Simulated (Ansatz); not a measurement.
C₂H₁₀N₂Si, SMILES `C[Si](C)(N)N`, relaxed with RKS PBE-D4/def2-SVP in the Gaussian-basis code of Ansatz from a rough embedded geometry. The force threshold is 0.03 eV/Å; the program also tests the step.

The species carries charge 0 and has multiplicity 1.

Start:

```xyz
15

C     0.319    1.577    0.553
Si   -0.096   -0.074    0.020
C    -0.195   -0.186   -1.799
N    -1.513   -0.742    0.777
N     0.959   -1.254    0.652
H     1.303    1.928    0.223
H    -0.422    2.324    0.291
H     0.392    1.614    1.710
H    -1.032    0.479   -2.197
H     0.704    0.067   -2.294
H    -0.492   -1.204   -2.128
H    -1.581   -1.669    0.538
H    -1.316   -0.640    1.828
H     1.125   -1.025    1.651
H     1.847   -1.194    0.175
```

(1) By how much does the energy fall, and how many steps does the optimiser take? (An estimate is asked.)

(2) Which bonds change most? (Best estimate.)

(3) Give the relaxed structure. (An estimate is asked.)

## Answers

(1) Computed: 23.56 kcal/mol, in 8 steps, 1 of them rejected.

(2) Ansatz gave: C1–Si2 from 1.785 to 1.894 Å; N4–H12 from 0.960 to 1.023 Å; Si2–C3 from 1.824 to 1.886 Å; C3–H10 from 1.057 to 1.110 Å.

(3) Ansatz gave: 
```xyz
15

C     0.235    1.620    0.658
Si   -0.046   -0.164    0.087
C    -0.150   -0.228   -1.795
N    -1.555   -0.656    0.818
N     1.225   -1.300    0.514
H     1.155    2.036    0.197
H    -0.612    2.278    0.372
H     0.359    1.686    1.759
H    -0.937    0.461   -2.161
H     0.809    0.068   -2.270
H    -0.399   -1.250   -2.146
H    -1.787   -1.652    0.839
H    -1.853   -0.204    1.685
H     1.483   -1.385    1.502
H     2.074   -1.310   -0.058
```
